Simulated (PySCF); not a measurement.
C₃H₈OSi₂.

```xyz
14

O      2.7652     1.0078     0.9706
Si     2.4624    -0.3768     0.0896
C      0.6677    -0.6143    -0.1821
C     -0.5306    -0.7639    -0.3663
C     -1.9626    -0.8833    -0.5616
Si    -2.8719     0.7281    -0.0863
H      2.3307     1.8137     0.6673
H      3.0150    -1.4933     0.8939
H      3.1213    -0.3344    -1.2481
H     -2.3739    -1.7069     0.0486
H     -2.1975    -1.1177    -1.6150
H     -2.6244     1.0351     1.3491
H     -4.3346     0.5443    -0.3152
H     -2.3719     1.8470    -0.9321
```
Charge 0, spin multiplicity 1.

The structure is a stationary point at B3LYP-D3(BJ)/def2-SVP. The structure was generated by enumeration, and PubChem lists no compound with its InChIKey, so it may never have been made. One conformer was computed; it need not be the lowest.

All values below come from KT2/pcSseg-1 run with PySCF. Non-relativistic, no solvent.

Question: Give the absolute GIAO shielding of each atom: isotropic value and principal components (ppm). (An estimate is asked for; the answer gives what the named calculation found.)

Answer: 
| atom | σ(iso) | σ11 | σ22 | σ33 | span |
|---|---|---|---|---|---|
| O1 | 300.0 | 273.7 | 290.7 | 335.6 | 62.0 |
| Si2 | 408.9 | 365.7 | 385.9 | 475.3 | 109.6 |
| C3 | 105.6 | 23.6 | 31.6 | 261.6 | 238.0 |
| C4 | 78.4 | -12.7 | -4.3 | 252.1 | 264.9 |
| C5 | 180.1 | 168.0 | 170.8 | 201.5 | 33.5 |
| Si6 | 425.2 | 395.5 | 408.8 | 471.3 | 75.8 |
| H7 | 30.7 | 23.2 | 27.2 | 41.8 | 18.6 |
| H8 | 26.3 | 23.0 | 24.7 | 31.0 | 8.0 |
| H9 | 26.0 | 22.5 | 24.6 | 30.8 | 8.3 |
| H10 | 29.2 | 24.1 | 27.8 | 35.7 | 11.6 |
| H11 | 29.2 | 24.1 | 27.8 | 35.7 | 11.6 |
| H12 | 27.2 | 24.3 | 25.7 | 31.5 | 7.2 |
| H13 | 27.2 | 24.1 | 24.8 | 32.6 | 8.5 |
| H14 | 27.2 | 24.3 | 25.8 | 31.6 | 7.2 |
